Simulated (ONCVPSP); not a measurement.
## Pseudopotential generation for iridium: ONCV, PBE, fully relativistic.

```
Element                 : Ir
Generator               : ONCVPSP 4.0.1
Type                    : optimised norm-conserving Vanderbilt (ONCV)
Functional              : PBE
Relativity              : fully relativistic
Frozen core             : [Kr] 4d10 4f14
Valence charge          : 17
Reference configuration : 5s2 5p6 5d7 6s1 (charge +1)
Partial waves           : 5s+6s: rc 1.85 bohr, ncon 3, nbas 7, qcut 7 1/bohr, 2 projectors; 5p: rc 1.95 bohr, ncon 4, nbas 8, qcut 7.7 1/bohr, 2 projectors, debl 1.1 Ha; 5d: rc 1.50 bohr, ncon 4, nbas 7, qcut 5.4 1/bohr, 2 projectors, debl 1.5 Ha
Local potential         : polynomial inside 1.25 bohr (lpopt 4, dvloc0 0 Ha)
Core correction         : Teter function, fcfact 5.5, rcfact 1.65
```

Open shells are filled in proportion to 2j + 1.

In the p channel the program set the typed energies aside and used -2.180, 0.250 Ha (j = l + 1/2; the other j can differ).

Poles of the logarithmic derivatives, all-electron (AE) and pseudo (PS). s: poles at -3.8, 3.6 (AE) and -3.8, 3.4 (PS) Ha. p3/2: poles at -1.9, 4.5 (AE) and -1.9, 4.4 (PS) Ha. p1/2: poles at -2.5, 3.8 (AE) and -2.5, 3.8 (PS) Ha. d5/2: poles at 1.9 (AE) and 1.9 (PS) Ha. d3/2: poles at 1.7 (AE) and 1.7 (PS) Ha. Test radii: s 1.88, p3/2 1.98, p1/2 1.98, d5/2 1.52, d3/2 1.52 bohr.

- Cutoffs needed: 26 Ha and 62 Ha (the cutoffs (Ha) at which the residual kinetic energy of the hardest occupied pseudo-wave falls to 1 and 0.1 mHa per electron)
- Ghost test: no bound ghost flagged; no localised positive-energy state flagged
- Largest excitation error: -25 meV (all-electron minus pseudo) for 5s2 5p6 5d6 6s0, out of 4 test configurations
- rms error of d²Exc/dni dnj: 10.17 mHa without and 2.24 mHa with the model core
